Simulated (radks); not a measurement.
Results of a calculation; reference values are marked as such.
Task: Ru I, configuration [Kr] 4d7 7f1 (not the ground configuration). Code: a radial shooting solver on a logarithmic mesh with Libxc functionals. Model: scalar-relativistic Kohn-Sham, SCAN, spin-polarised, spherical densities, finite nucleus; open shells are filled with parallel spins first (spin-orbit coupling, left out, can overturn this in heavy ions); meta-GGA in the generalised Kohn-Sham scheme; Fermi nuclear charge, rms radius 4.4809 fm. Some entries of the table are withheld. Estimate them.

orbital  occ.  eigenvalue (eV)  <r^2> (bohr^2)  <1/r> (bohr^-1)
1s down     1        -21989.54        0.001510            45.87
1s up       1        -21989.54        0.001510            45.87
2s up       1        -3181.474         0.02498            10.38
2s down     1        -3181.007         0.02498            10.39
2p up       3        -2846.707         0.01970            10.05
2p down     3        -2846.341         0.01969            10.06
3s up       1        -571.4730          0.1846            3.607
3s down     1        -571.2816          0.1846            3.605
3p up       3        -460.4056          0.1882            3.428
3p down     3        -460.1663          0.1882            3.427
3d up       5        -282.6755          0.1767            3.194
3d down     5        -282.2234          0.1766            3.193
4s up       1         -86.4645           1.191              (1)
4s down     1         -84.0378           1.181              (2)
4p up       3         -55.7757           1.471            1.186
4p down     3         -53.1579           1.462            1.193
4d up       5              (3)           3.164           0.8353
4d down     2              (4)           3.456           0.8178
7f up       1          -0.2108            4679          0.02176

Result: 
(1) 4s up <1/r> (bohr^-1): 1.329
(2) 4s down <1/r> (bohr^-1): 1.338
(3) 4d up eigenvalue (eV): -12.9839
(4) 4d down eigenvalue (eV): -10.4392
